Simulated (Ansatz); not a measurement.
Consider the ligand exchange at a Ge–Cl bond: `[NH2][GeH2][Cl]` + `[NH2][GeH2][OH]` → `[NH2][GeH2][O][GeH2][NH2]` + HCl.

Program: Ansatz. Geometries: PBE0-D4/def2-TZVP. ΔE: electronic, gas phase. CCSD(T)/CBS is the MP2 limit (def2-TZVPP, def2-QZVPP) plus CCSD(T) − MP2 in def2-TZVPP, frozen cores. This one scheme is used for every species. DFT in def2-TZVPP. B3LYP here is the variant with VWN-RPA as its local correlation; programs differ in this. For Ge outer-core shells are correlated without core-valence functions, which leaves a few kJ/mol of doubt a bond. Scalar relativity is left out up to krypton. Each species was taken in one conformer, which may not be the lowest.

```tsv
level	ΔE (kJ/mol)	difference from CCSD(T)/CBS
PBE-D4	33.1	8.8
PBE0-D4	33.3	9.0
B3LYP-D4	27.3	3.0
ωB97M-V	28.1	3.8
PBE	39.9	15.6
HF/def2-TZVPP	36.1	11.8
CCSD/def2-TZVPP	21.5	-2.8
CCSD(T)/def2-TZVPP	19.1	-5.2
MP2/def2-QZVPP	24.0	-0.3
SCS-MP2/def2-QZVPP	24.1	-0.2
CCSD(T)/CBS	24.3	0
```

Largest T1 diagnostic among the species: 0.012.

The D4 term adds −10.6 kJ/mol with B3LYP and −6.3 kJ/mol with PBE0; it sums over pairs of atoms, weighted by their polarisabilities, and B3LYP, whose exchange is more repulsive, gets the larger term. In def2-TZVPP, CCSD(T) changes the Hartree–Fock value by −17.0 kJ/mol (the triples alone add −2.4 kJ/mol) and MP2 by −15.1 kJ/mol.
